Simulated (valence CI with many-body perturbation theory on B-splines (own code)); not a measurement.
Energy levels of Tc¹²⁺

Computed by configuration interaction combined with many-body perturbation theory (CI+MBPT): three valence electrons over a frozen Dirac-Fock core [Ar] 3d10, radial functions for each j: 11 s, 11 p, 10 d, 8 f, 5 g, 2 h, with the one-electron correlation potential Σ1, the two-electron term Σ2, the three-electron term Σ3, Breit, model QED; selected CI, second order for the rest, scaled by the run's own slope (own B-spline code, finite nucleus).

No measured spectrum was set against this ion. As an estimate, levels hold to about 250 cm⁻¹ or 0.2 % of their energy and the worst to 1 %, as in measured heavy ions of charge 2 to 7; those with d or f electrons hold less well.

Levels 181 to 194 of 194, with energies above the lowest level, 4s²4p ²P°_1/2. "Leading %" is the weight of the configuration and term that name the level; weights of strongly mixed levels are sums over their largest components and can fall short.

| No. | Configuration | Term | J | E (cm⁻¹) | Leading % | g | Second component |
| --- | --- | --- | --- | --- | --- | --- | --- |
| 181 | 4p4d² | ⁴D° | 5/2 | 1373900 | 51 | 1.321 | 18 % 4p²4f ²D° |
| 182 | 4p²4f | ⁴G° | 9/2 | 1374600 | 39 | 1.167 | 13 % 4p²4f ²G° |
| 183 | 4p4d² | ⁴F° | 3/2 | 1374700 | 33 | 0.595 | 31 % 4p²4f ⁴F° |
| 184 | 4p4d² | ⁴F° | 5/2 | 1375600 | 38 | 1.111 | 16 % 4s4p5d ²F° |
| 185 | 4p4d² | ⁴F° | 5/2 | 1376500 | 34 | 1.117 | 21 % 4s4p5d ²F° |
| 186 | 4p4d² | ⁴P° | 3/2 | 1376700 | 68 | 1.607 | 12 % 4p4d² ⁴D° |
| 187 | 4p4d² | ⁴F° | 7/2 | 1382200 | 55 | 1.227 | 11 % 4p4d² ²F° |
| 188 | 4s²6p | ²P° | 1/2 | 1384400 | 96 | 0.659 |  |
| 189 | 4p²5s | ⁴P | 3/2 | 1384500 | 91 | 1.678 | 4 % 4p²5s ²D |
| 190 | 4p4d² | ⁴D° | 7/2 | 1385200 | 39 | 1.279 | 16 % 4p4d² ⁴F° |
| 191 | 4p4d² | ⁴F° | 9/2 | 1387500 | 61 | 1.266 | 13 % 4p4d² ⁴G° |
| 192 | 4p²4f | ⁴F° | 5/2 | 1388600 | 34 | 1.197 | 26 % 4p4d² ⁴P° |
| 193 | 4p²5s | ²D | 5/2 | 1389000 | 49 | 1.374 | 43 % 4p²5s ⁴P |
| 194 | 4p²4f | ⁴G° | 11/2 | 1390300 | 65 | 1.254 | 23 % 4p4d² ⁴G° |

Names give the largest LS component (configuration and term), which can be under half, so a name can repeat, a term be missing and a line seem to break the LS rules; names also repeat where a configuration has a term twice.

Where two levels of one J and parity lie close, their mixing, g and order are uncertain.
